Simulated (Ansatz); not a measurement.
C2H6F2OSi can be A, `C[SiH2]OC(F)F`, or B, `C[SiH2]C(O)(F)F`.

Computed with Ansatz on PBE0-D4/def2-TZVP structures; ΔE is electronic, products minus reactants. CCSD(T)/CBS is the MP2 limit (def2-TZVPP, def2-QZVPP) plus CCSD(T) − MP2 in def2-TZVPP, frozen cores. DFT in def2-TZVPP. B3LYP here is the variant with VWN-RPA as its local correlation; programs differ in this. One conformer a species, not always the lowest.

Task: Which isomer does CCSD(T)/CBS put lower? Give the gap. (Estimate.)

Result: The calculation gave: A, by 112.2 kJ/mol.

Task: Give E(B) − E(A) in kJ/mol with HF/def2-TZVPP, B3LYP-D4, ωB97M-V, B2PLYP, CCSD(T)/def2-TZVPP, PBE-D4, MP2/def2-TZVPP. (Best estimate.)

Result: The calculation gave: HF/def2-TZVPP 134.1, B3LYP-D4 110.4, ωB97M-V 108.6, B2PLYP 114.9, CCSD(T)/def2-TZVPP 114.1, PBE-D4 96.0, MP2/def2-TZVPP 118.2. None reverses the order clearly.

Largest T1 diagnostic: 0.012.

From PBE to PBE0 (25 % exact exchange), in def2-TZVPP and without D4, E(B) − E(A) moves by +8.8 kJ/mol. In def2-TZVPP, CCSD(T) changes the Hartree–Fock value by −20.0 kJ/mol (the triples alone add −3.1 kJ/mol) and MP2 by −15.9 kJ/mol.
